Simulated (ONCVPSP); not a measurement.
**platinum (Pt): one change to an ONCV potential, before and after**

platinum, optimised norm-conserving Vanderbilt (ONCV), made with ONCVPSP 4.0.1 (PBE, scalar-relativistic). Core [Kr] 4d10 4f14 5s2, reference 5p6 5d9 6s1. Waves: 6s: rc 2.55 bohr, ncon 4, nbas 6, qcut 2.7 1/bohr, 3 projectors, debl 1.8 Ha; 5p: rc 1.85 bohr, ncon 4, nbas 7, qcut 6.1 1/bohr, 2 projectors, debl 2.2 Ha; 5d: rc 1.90 bohr, ncon 3, nbas 8, qcut 8.2 1/bohr, 3 projectors, debl 0.5 Ha. Local part: polynomial inside 1.50 bohr (lpopt 5, dvloc0 0 Ha). Core correction: Teter function, fcfact 4.75, rcfact 1.6.

Change: s: qcut 2.4; p: qcut 5.4; d: qcut 7.3.

Cutoffs: the cutoffs (Ha) at which the residual kinetic energy of the hardest occupied pseudo-wave falls to 1 and 0.1 mHa per electron; they do not see the model core or the augmentation charge, which bear on the density cutoff. Errors are all-electron minus pseudo energies relative to the spin-unpolarised reference configuration.

Predict the effect on cutoff, ghosts and configuration errors.

The potential gets neither clearly harder nor softer (20 Ha and 24 Ha → 18 Ha and 24 Ha); the d channel sets the loose cutoff, while the largest relative change is in s, which becomes harder; the errors of the 4 common tests hardly move; neither file shows a bound ghost.

| quantity | base | changed |
| --- | --- | --- |
| cutoff, loose | 20 Ha | 18 Ha |
| cutoff, tight | 24 Ha | 24 Ha |
| loose cutoff by channel | s 6.8 Ha, p 15 Ha, d 20 Ha | s 8.4 Ha, p 14 Ha, d 18 Ha |
| bound ghosts | none | none |
| GHOST(+) flags under 300 eV | s at 15.8 eV, s at 205.4 eV | s at 24.9 eV |
| error for 5p6 5d9 6s0, meV [ΔE 9.19 eV] | -18 | -16 |
| error for 5p6 5d8 6s0, meV [ΔE 29.16 eV] | -11 | -12 |
| error for 5p6 5d7 6s0, meV [ΔE 61.38 eV] | -26 | -29 |
| error for 5p6 5d9 6s0.5, meV [ΔE 3.69 eV] | -4.6 | -4.2 |
| s: phases at 2.59 bohr within 0.05 rad from the reference energy up to (Ha; the scan ends near 5) | to the end of the scan | to the end of the scan |
| p: phases at 1.88 bohr within 0.05 rad from the reference energy up to (Ha; the scan ends near 5) | to the end of the scan | to the end of the scan |
| d: phases at 1.93 bohr within 0.05 rad from the reference energy up to (Ha; the scan ends near 5) | to the end of the scan | to the end of the scan |
| rms error of d²Exc/dni dnj with the model core, mHa | 1.93 | 1.91 |
